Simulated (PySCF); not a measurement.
SMILES CN([Si]C)C at its PBE0/def2-SVP optimised geometry (Å):

```
14

Si     0.0263    -1.2143     0.0000
C      1.9447    -1.2143     0.0000
H      2.3675    -0.7154    -0.8900
H      2.3070    -2.2544    -0.0019
H      2.3667    -0.7191     0.8926
N     -0.3209     0.4897     0.0000
C     -1.7083     0.9061    -0.0002
C      0.5864     1.6136     0.0001
H     -1.9469     1.5158     0.8912
H     -1.9468     1.5159    -0.8914
H     -2.3675     0.0249    -0.0003
H      0.4313     2.2514    -0.8903
H      0.4268     2.2544     0.8875
H      1.6322     1.2838     0.0034
```

Calculation: PySCF with PBE0/def2-TZVP.

Map of the electron localisation function on the plane z = 0.6 Å:

```
|000000000000000000000000000|
|000000000000000000000000000|
|000000000000000000000000000|
|000000000000123310000000000|
|000000000000378741000000000|
|000000222000699972000000000|
|000003677200799983100000000|
|000016899700599974343100000|
|000027999810279876888300000|
|000016999831245568998200000|
|000013799644565358983000000|
|000014666457875214410000000|
|000267875357886100000100000|
|001589995137886100257752000|
|000699982015774124699984100|
|000267620024311366899984100|
|000001000475100487799963000|
|000000004998100477567631000|
|000000038999832455566521000|
|000000179999997323688751000|
|000000179999997212699973000|
|000000049999996101699983000|
|000000015899984000389861000|
|000000001478752000036410000|
|000000000012210000000000000|
|000000000000000000000000000|
|000000000000000000000000000|
```
Scale: ten equal steps from 0.000 (start of '0') to 0.996 (end of '9'), in the order '0123456789'; x runs from -4.50 to 4.50, y from -4.50 (bottom) to 4.50 (top).
